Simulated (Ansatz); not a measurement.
Mulliken charges of `N=C(Br)I` from PBE/def2-TZVPP in Ansatz (PBE0-D4/def2-TZVP geometry).

| atom | x (Å) | y (Å) | z (Å) | charge (e) |
| --- | --- | --- | --- | --- |
| N1 | 0.934 | -0.030 | 0.624 | -0.139 |
| C2 | -0.087 | 0.208 | -0.034 | -0.043 |
| Br3 | -0.750 | 1.973 | -0.167 | 0.009 |
| I4 | -1.253 | -1.215 | -1.096 | -0.017 |
| H5 | 1.206 | -1.010 | 0.631 | 0.189 |

Problem. By hand: the dipole of these point charges (1 e Å = 4.8032 D).

Solution. Σ q r = (0.116, -0.157, 0.051) e Å, of length 0.202 e Å = 0.97 D.

Problem. How does the dipole of the full density compare? (Best estimate.)

Solution. Computed: (-0.025, -0.243, -0.062) e Å, 1.21 D; the point charges give 0.80 times that, at 51° from its direction.

Point charges leave out the atoms' own dipoles, such as those of lone pairs, and Mulliken's split depends on the basis, so the two needn't agree.
